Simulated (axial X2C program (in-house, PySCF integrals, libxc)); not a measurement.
**Excited states of BSe⁻ by EOM-EE-CCSD**

Computed with an in-house all-electron X2C program for linear molecules (integrals from PySCF): two-component X2C with atomic mean-field Coulomb and Gaunt terms, Gaussian nuclei, basis Se dyall-acv3z, B dyall-av3z with contracted cores.

R = 1.828 Å (near the PBE0 minimum at charge -1 of the determinant lowest at the starting distance; the state shown can have its own minimum elsewhere).

Vertical excitation energies from the closed-shell determinant state of BSe⁻:

| Ω | excitation (eV) | cm⁻¹ | hole of the leading pair | particle of the leading pair | weight of the pair (for Ω = 0 its time-reversed partner can hold as much again) | singles weight |
| --- | --- | --- | --- | --- | --- | --- |
| 0⁻ | 2.515 | 20287 | 45% B pσ, 32% B sσ, 11% Se pσ | 59% B pπ, 16% Se dπ, 13% B dπ | 0.47 | 0.95 |
| 0⁺ | 2.516 | 20297 | 45% B pσ, 32% B sσ, 11% Se pσ | 59% B pπ, 16% Se dπ, 13% B dπ | 0.47 | 0.95 |
| 1 | 2.534 | 20435 | 45% B pσ, 31% B sσ, 11% Se pσ | 59% B pπ, 16% Se dπ, 13% B dπ | 0.48 | 0.95 |
| 2 | 2.553 | 20590 | 45% B pσ, 31% B sσ, 11% Se pσ | 58% B pπ, 17% Se dπ, 13% B dπ | 0.94 | 0.95 |
| 1 | 3.233 | 26079 | 45% B pσ, 30% B sσ, 12% Se pσ | 77% B pσ, 19% B sσ | 0.92 | 0.92 |
| 0⁻ | 3.233 | 26079 | 45% B pσ, 30% B sσ, 12% Se pσ | 78% B pσ, 19% B sσ | 0.46 | 0.92 |
| 1 | 3.274 | 26406 | 45% B pσ, 29% B sσ, 14% Se pσ | 75% B sσ, 9% Se pσ | 0.86 | 0.91 |
| 0⁻ | 3.275 | 26412 | 45% B pσ, 29% B sσ, 14% Se pσ | 77% B sσ, 9% Se pσ | 0.45 | 0.91 |
| 0⁺ | 3.281 | 26459 | 46% B pσ, 29% B sσ, 13% Se pσ | 88% B pσ, 7% Se pσ | 0.45 | 0.90 |
| 1 | 3.284 | 26487 | 46% B pσ, 29% B sσ, 13% Se pσ | 75% B pπ, 12% B sσ | 0.46 | 0.91 |

This point took 29 s on 1 thread of Arm Neoverse V1 (shared host).

Reference electrons by ω block (each with its −ω partner): 1/2: 14, 3/2: 5, 5/2: 1. 10 electrons of BSe⁻ correlated (inner shells frozen), 88 natural virtual spinors (a truncated set); levels can be off by some tenths of an eV. Roots sought by Ω: (0: 5, 1: 4, 2: 3, 3: 1); the list ends where they run out and leaves out roots under 60 % singles weight. The solver can skip a root, and states that need a further excitation, which the method places far too high, are missing though they may lie low or lowest. T1 of the reference 0.024 (Lee–Taylor). The highest Hartree–Fock level of the anion lies at -3.12 eV; relaxation, partly offset by correlation, puts the detachment threshold some tenths of an eV to over one eV lower in magnitude, and states above it are held by the basis set and are not bound. Number of frozen shells: Se 3 s, 2 p, 1 d; B 1 s.
